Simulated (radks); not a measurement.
Neutral caesium inside a hard spherical wall (all orbitals vanish at R), configuration held at [Xe] 6s1 and not refilled when levels cross. Calculated with a radial shooting solver on a logarithmic mesh with Libxc functionals: scalar-relativistic Kohn-Sham, r2SCAN, spin-polarised, spherical densities, finite nucleus; open shells are filled with parallel spins first (spin-orbit coupling, left out, can overturn this in heavy ions); meta-GGA in the generalised Kohn-Sham scheme; Fermi nuclear charge, rms radius 4.8041 fm. Eigenvalues in eV for spin up, with the zero of energy where the potential of the charges vanishes at infinity; a dash marks a level that is unbound or too diffuse for the functional's potential to be trusted. A positive occupied level is held by the wall or, in an anion where self-interaction has pushed it up, behind a barrier. The pressure on the wall is -dE/dV.

R (bohr)  E (hartree)  kinetic (hartree)    e(4d)    e(5s)    e(5p)   e(6s)  e(6p, empty)  e(5d, empty)  pressure (GPa)
free       -7787.6531           8205.015  -75.742  -27.602  -14.017  -2.322        -0.837        -0.369               0
10         -7787.6451           8205.062  -75.332  -27.201  -13.628  -1.953         0.077         0.174           0.130
7          -7787.5886           8205.279  -74.295  -26.221  -12.709  -0.074         3.525         1.621            2.24
5          -7787.3159           8206.347  -71.616  -24.012  -10.607   7.291        14.300         5.436            31.0
4          -7786.6322           8209.118  -66.660  -20.233   -6.568  21.389        32.143        12.042             186
3          -7783.5067           8220.601  -52.751   -8.192    7.663  67.215        84.932        33.157            1700
2.5        -7778.0828           8238.693  -37.984    8.828   28.195  127.78        151.33        61.464            6440
1.5        -7704.5377           8458.959   63.284   207.41   250.91  644.00        686.59        316.74          232000
